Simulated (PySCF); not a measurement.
C₄H₈OSi, SMILES C1O/C(=C/C)[SiH2]1.

Geometry optimised at ωB97X-D3(BJ)/def2-SVP. The structure was generated by enumeration; whether it is a known compound was not checked.

The numbers are results of TDDFT-PBE/def2-SVPD run with PySCF, not measurements.

Vertical excitations. The molecule is in vacuum. State labels are in the subgroup Cs.

```tsv
state	symmetry	energy (eV)	λ (nm)	f	main pairs
S1	A"	4.15	299	0.000	HOMO→LUMO 100 %
S2	A"	5.06	245	0.002	HOMO→LUMO+2 97 %
S3	A"	5.17	240	0.000	HOMO→LUMO+3 97 %
S4	A'	5.28	235	0.179	HOMO→LUMO+1 92 %
S5	A"	5.99	207	0.001	HOMO→LUMO+4 100 %
S6	A'	6.14	202	0.023	HOMO−1→LUMO 99 %
S7	A"	6.16	201	0.003	HOMO→LUMO+5 99 %
S8	A"	6.31	197	0.005	HOMO−1→LUMO+1 94 %
S9	A"	6.48	191	0.000	HOMO→LUMO+6 99 %
S10	A"	6.66	186	0.005	HOMO→LUMO+7 99 %
T1	A'	3.58	346	0	HOMO→LUMO+1 98 %
T2	A"	4.09	303	0	HOMO→LUMO 100 %
T3	A"	4.98	249	0	HOMO→LUMO+2 96 %
T4	A"	5.09	243	0	HOMO→LUMO+3 96 %
```
Triplets are in the Tamm–Dancoff approximation, which puts them higher than full response would, so one can lie above its singlet here.
